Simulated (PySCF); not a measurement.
AlHI2. Atoms are numbered in the order given.

```xyz
4

Al     0.0000     0.0000    -1.0941
H      0.0000     0.0000    -2.6627
I      0.0000    -2.1337     0.1593
I      0.0000     2.1337     0.1593
```

Coordinates come from a B3LYP-D3(BJ)/def2-SVP optimisation. The def2 effective core potentials stand for the cores of I; spin–orbit coupling is left out.

Method: TDA-ωB97X/def2-SVPD (PySCF 2.14.0).

Vertical excitations. Gas-phase values at a fixed geometry. State labels are in the subgroup C2v.

```csv
state,symmetry,energy (eV),λ (nm),f,main pairs
S1,A2,5.10,243,0.000,HOMO→LUMO 97 %
S2,B1,5.28,235,0.000,HOMO−2→LUMO 95 %
S3,B2,5.55,223,0.023,"HOMO−1→LUMO 68 %, HOMO→LUMO+1 26 %"
S4,A2,5.85,212,0.000,HOMO−1→LUMO+1 88 %
S5,B2,5.85,212,0.139,"HOMO→LUMO+1 60 %, HOMO−1→LUMO 23 %"
S6,A1,6.04,205,0.012,"HOMO−2→LUMO+1 60 %, HOMO−3→LUMO 27 %"
S7,A1,6.16,201,0.067,"HOMO−3→LUMO 63 %, HOMO−2→LUMO+1 24 %"
S8,B1,6.33,196,0.058,HOMO−3→LUMO+1 81 %
S9,A2,6.59,188,0.000,HOMO−4→LUMO 95 %
S10,B1,6.64,187,0.012,HOMO−5→LUMO 92 %
T1,A2,5.01,248,0,HOMO→LUMO 96 %
T2,B2,5.08,244,0,HOMO−1→LUMO 93 %
T3,B1,5.12,242,0,HOMO−2→LUMO 92 %
T4,B2,5.33,233,0,HOMO→LUMO+1 83 %
```
Triplets are in the Tamm–Dancoff approximation.
